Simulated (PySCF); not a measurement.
Geometry (Å), atoms numbered from 1 in this order:
```xyz
21

C     2.978    0.571   -0.918
C     1.687    0.560   -0.604
C     1.027   -0.467    0.203
C     1.848   -1.640    0.657
N    -0.192   -0.469    0.566
C    -1.151    0.524    0.260
Si   -2.071   -0.084   -1.335
C    -2.172    0.589    1.328
N    -2.873    1.622    1.490
H     3.402    1.356   -1.523
H     3.664   -0.189   -0.586
H     1.054    1.357   -0.972
H     2.287   -2.152   -0.198
H     1.211   -2.330    1.201
H     2.652   -1.308    1.312
H    -0.766    1.532    0.064
H    -1.060   -0.140   -2.394
H    -3.131    0.874   -1.631
H    -2.595   -1.423   -1.079
H    -2.249   -0.334    1.919
H    -3.559    1.568    2.239
```

Computed data (PySCF 2.14.0 with density-fitted response routines): NMR shieldings at PBE0/pcSseg-1/GIAO, structure optimised with GFN2-xTB. One computed conformer, isolated molecule, non-relativistic Hamiltonian, fast rotation and ring inversion assumed for equivalent nuclei.

Referencing at the same level of theory: TMS for ¹³C.

**Question.** Do the ¹³C shifts follow the atomic charges (in e)? Tabulate both.

**Answer.** 
```tsv
atoms	hybridisation	δ (ppm)	σ para (ppm)	Hirshfeld	IAO	Mulliken	ESP-fitted
C8	–	183.1	-247	+0.04	+0.05	+0.07	+0.50
C3	–	163.0	-233	+0.08	+0.16	-0.00	+0.75
C2	–	132.7	-205	-0.05	-0.18	-0.21	-0.33
C1	–	129.5	-197	-0.08	-0.29	-0.10	-0.39
C6	–	63.3	-128	-0.07	-0.28	-0.31	-0.05
C4	–	27.2	-90	-0.13	-0.44	-0.19	-0.60
```

Correlation coefficients of δ with charge over these carbons: Hirshfeld +0.85, IAO +0.87, Mulliken +0.79, ESP-fitted +0.71; with the paramagnetic shielding -1.00. With so few points these coefficients are fragile. Charge is one influence among several: hybridisation and low-lying excitations act through the paramagnetic term.

Shifts are as computed. Against solution values, carbons near 30 ppm lie about +3 ppm off and those near 130 ppm about +5 ppm. Of 1211 compounds with measured shifts, 218 miss one by over three times the rms of a fit or turn the order of signals round; such compounds aren't used in these exercises.
